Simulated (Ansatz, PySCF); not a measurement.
Dimer: NH3 (SMILES N) (first 4 atoms) with C2H6O (SMILES CCO); geometry from B3LYP-D3(BJ)/def2-TZVP, rigid monomers moved along the line of their centres of mass till N1···H13 is 1.77 Å.
(charge 0, multiplicity 1):
```xyz
13

N      0.02759    -0.06640     0.46095
H     -0.92042    -0.34525     0.23492
H      0.27489     0.70252    -0.15197
H      0.63870    -0.84438     0.23991
C     -0.11319    -1.25433     4.02940
C     -0.49533     0.20976     3.85282
O      0.38873     0.90984     2.99945
H     -0.78531    -1.75240     4.73356
H      0.90776    -1.33681     4.40626
H     -0.16698    -1.78748     3.07689
H     -1.53096     0.28064     3.48971
H     -0.46179     0.72069     4.81797
H      0.28231     0.55983     2.09353
```

Monomers are frozen at their geometry in the pair; levels with a basis set take the counterpoise correction.

Correlated levels freeze the cores. Rows in 6-31G* carry no dispersion term and start afresh at each structure (6-31G* with six Cartesian d functions). MP2/6-31G* freezes PySCF's default core.

Codes used: Ansatz (Gaussian basis) for Hartree–Fock, density functionals and correlated methods; PySCF for 6-31G* rows. Values without a source in brackets are computed.

Problem. What is the computed interaction energy (MP2/6-31G*)?

Solution. -236 meV

Problem. Estimate the interaction energy that CCSD(T)/aug-cc-pVDZ returns for this input.

Solution. -206 meV

Problem. Estimate the interaction energy that r2SCAN/def2-TZVPPD returns for this input.

Solution. -272 meV

Ansatz is a program for electronic structure.
